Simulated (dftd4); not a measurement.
acetonitrile (C₂H₃N), singlet, at a GFN2-xTB geometry; D4 for b3lyp in dftd4.

dftd4 was given this input:
```
$ dftd4 mol.xyz --func b3lyp --charge 0 --json dftd4.json --noedisp

# file mol.xyz
6

C     -0.01475717     0.01116275    -1.16276182
C      0.00347482    -0.00262846     0.27379184
N      0.01797420    -0.01359621     1.41624111
H     -0.00999740     1.04135020    -1.51688517
H      0.86504779    -0.50670455    -1.54285244
H     -0.91317570    -0.49067797    -1.52013028
```

Output, abridged:

```
                    ____  _____ _____     ____  _  _
      -------------|  _ \|  ___|_   _|---|  _ \| || |------------
     |             | | | | |_    | | ___ | | | | || |_           |
     |             | |_| |  _|   | ||___|| |_| |__   _|          |
     |             |____/|_|     |_|     |____/   |_|            |
     |             ===================================           |
     |            E. Caldeweyher, S. Ehlert & S. Grimme          |
     |          Mulliken Center for Theoretical Chemistry        |
     |                    University of Bonn                     |
      -----------------------------------------------------------

Rational (Becke-Johnson) damping: b3lyp-D4-ATM
---------------------
  s6         1.0000
  s8         2.0293
  s9         1.0000
  a1         0.4087
  a2         4.5381
 alp        16.0000
--------------------

Dispersion energy:      -3.8162313540508E-03 Eh

[Info] JSON dump of results written to 'dftd4.json'
```
